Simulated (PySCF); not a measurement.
# I²⁺ (iodine, charge +2): UHF calculation

Configuration: [Kr] 4d10 5s1 5p4, 5s spin antiparallel (an excited configuration). Computed with PySCF 2.14 in x2c-QZVPPall, with scalar relativity by spin-free X2C-1e.

```
Total energy                                                  : -7111.149136 hartree
One-electron energy                                           : -9709.5622 hartree
Hartree (Coulomb) energy                                      : 2778.0376 hartree
Exchange energy                                               : -179.6246 hartree
⟨S²⟩                                                          : 1.7544
⟨L²⟩                                                          : 2.040
Sum of ⟨r⟩                                                    : 32.47 bohr
Sum of ⟨r²⟩                                                   : 43.78 bohr²
Traceless quadrupole moment −½Σ⟨3z² − r²⟩ along its main axis : -2.07 e·bohr²
Langevin diamagnetic susceptibility                           : -34.7 ×10⁻⁶ cm³/mol
```

```tsv
shell	electrons	mean orbital energy (eV)	spread (eV)	rms radius, mean of both spins (bohr)
1s β	1	-33355.4	0	0.0311
1s α	1	-33355.3	0	0.0311
2s β	1	-5271.9	0	0.127
2s α	1	-5271.8	0	0.127
2p α	3	-4730.5	0.145	0.113
2p β	3	-4730.4	0.044	0.113
3s β	1	-1124.6	0	0.334
3s α	1	-1124.4	0	0.334
3p α	3	-944.41	0.350	0.335
3p β	3	-944.31	0.047	0.335
3d α	5	-673.43	0.305	0.313
3d β	5	-673.39	0.213	0.313
4s β	1	-233.13	0	0.787
4s α	1	-232.86	0	0.787
4p α	3	-174.09	0.727	0.844
4p β	3	-173.88	0.029	0.844
4d α	5	-84.630	0.813	0.987
4d β	5	-84.576	0.448	0.987
5s β	1	-41.254	0	2.00
5p β	1	-29.103	0	2.37
5p α	3	-28.449	1.633	2.37
```

With the s spin flipped the determinant is a mixture of two multiplicities, not a spectroscopic state.

Densities and radii are taken from the X2C orbitals without a picture-change correction, which distorts them close to the nucleus.

Spin-orbit constants ζ (cm⁻¹) from the X2C one-electron operator on these orbitals: bare nucleus, nucleus screened by l(l+1)(2l+1)/3 electrons, and screened by the Breit-Pauli mean field of the electrons.

```json
{"shell": "2p", "bare": "1588000", "screened nucleus": "1528000", "mean field": "n/a"}
{"shell": "3p", "bare": "303000", "screened nucleus": "291600", "mean field": "n/a"}
{"shell": "3d", "bare": "46140", "screened nucleus": "37440", "mean field": "n/a"}
{"shell": "4p", "bare": "56520", "screened nucleus": "54390", "mean field": "n/a"}
{"shell": "4d", "bare": "6537", "screened nucleus": "5304", "mean field": "n/a"}
{"shell": "5p", "bare": "5933", "screened nucleus": "5709", "mean field": "n/a"}
```
